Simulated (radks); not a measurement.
Successive ionisation energies (eV) of one element, from differences of total energies of ions in their ground configurations, starting at charge 0: 10.637, 19.340, 35.548, 49.248, 63.779, 79.025, 94.722, 117.90, 135.58, 153.74, 172.33, 191.19, 283.14, 305.78, 328.27, 357.71, 381.35, 405.00, 509.49, 523.63, 553.67, 619.23. All-electron calculation, scalar-relativistic Kohn-Sham, SCAN, spin-polarised, spherical densities, finite nucleus; open shells are filled with parallel spins first (spin-orbit coupling, left out, can overturn this in heavy ions); meta-GGA in the generalised Kohn-Sham scheme; Fermi nuclear charge, rms radius 5.4648 fm. Program: a radial shooting solver on a logarithmic mesh with Libxc functionals. Which element is it?

Answer. Mercury (Z = 80). The first species listed is Hg in [Hg], the last Hg21+ in [Kr] 4d10 4f13.
